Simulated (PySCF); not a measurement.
Stretching SrBe

Set-up: PySCF, scalar-relativistic core potentials, basis sets Sr def2-SVP with ECP28, Be def2-SVP. Energies in eV from Sr + Be in their ground configurations at the same level. State: ¹Σ⁺ (singlet), closed shell.

All columns are PBE0. A positive dipole means Sr(−)Be(+).

```json
{"R (Å)": "3.061", "E (eV)": "-0.094", "μ (D)": "-0.77", "Mulliken charge on Sr (basis-dependent)": "0.10", "HOMO (eV)": "-3.77", "LUMO (eV)": "-1.84", "Mayer bond order": "0.82", "⟨S²⟩": "0.00"}
{"R (Å)": "3.203", "E (eV)": "-0.174", "μ (D)": "-0.88", "Mulliken charge on Sr (basis-dependent)": "0.13", "HOMO (eV)": "-3.82", "LUMO (eV)": "-1.75", "Mayer bond order": "0.73", "⟨S²⟩": "0.00"}
{"R (Å)": "3.345", "E (eV)": "-0.215", "μ (D)": "-0.97", "Mulliken charge on Sr (basis-dependent)": "0.14", "HOMO (eV)": "-3.86", "LUMO (eV)": "-1.67", "Mayer bond order": "0.66", "⟨S²⟩": "0.00"}
{"R (Å)": "3.452", "E (eV)": "-0.228", "μ (D)": "-1.02", "Mulliken charge on Sr (basis-dependent)": "0.14", "HOMO (eV)": "-3.90", "LUMO (eV)": "-1.64", "Mayer bond order": "0.61", "⟨S²⟩": "0.00"}
{"R (Å)": "3.559", "E (eV)": "-0.230", "μ (D)": "-1.05", "Mulliken charge on Sr (basis-dependent)": "0.14", "HOMO (eV)": "-3.93", "LUMO (eV)": "-1.64", "Mayer bond order": "0.56", "⟨S²⟩": "0.00"}
{"R (Å)": "3.666", "E (eV)": "-0.225", "μ (D)": "-1.07", "Mulliken charge on Sr (basis-dependent)": "0.13", "HOMO (eV)": "-3.95", "LUMO (eV)": "-1.64", "Mayer bond order": "0.51", "⟨S²⟩": "0.00"}
{"R (Å)": "3.808", "E (eV)": "-0.211", "μ (D)": "-1.09", "Mulliken charge on Sr (basis-dependent)": "0.11", "HOMO (eV)": "-3.99", "LUMO (eV)": "-1.63", "Mayer bond order": "0.46", "⟨S²⟩": "0.00"}
{"R (Å)": "3.986", "E (eV)": "-0.187", "μ (D)": "-1.07", "Mulliken charge on Sr (basis-dependent)": "0.09", "HOMO (eV)": "-4.02", "LUMO (eV)": "-1.62", "Mayer bond order": "0.40", "⟨S²⟩": "0.00"}
{"R (Å)": "4.200", "E (eV)": "-0.156", "μ (D)": "-1.03", "Mulliken charge on Sr (basis-dependent)": "0.07", "HOMO (eV)": "-4.05", "LUMO (eV)": "-1.61", "Mayer bond order": "0.33", "⟨S²⟩": "0.00"}
{"R (Å)": "4.484", "E (eV)": "-0.117", "μ (D)": "-0.91", "Mulliken charge on Sr (basis-dependent)": "0.04", "HOMO (eV)": "-4.07", "LUMO (eV)": "-1.59", "Mayer bond order": "0.24", "⟨S²⟩": "0.00"}
```

A fit through these points gives, at Re = 3.534 Å, μ = -1.04 D and dμ/dR = -0.306 D/Å; the reduced mass is 8.174 u.

Problem. How strong is the fundamental in the double-harmonic approximation, I = 42.26·(dμ/dR)²/μred km/mol?

Solution. I = 42.26·(-0.306)²/8.174 = 0.484 km/mol at PBE0.

Closed-shell solutions of metal pairs were not tested for spin polarisation, which can lower them a little. The bond is weak. Basis-set superposition, not corrected here, can be much of De in a small basis, most of all at correlated wavefunction levels. Functionals without a dispersion term scatter widely for such bonds, and LDA overbinds them.
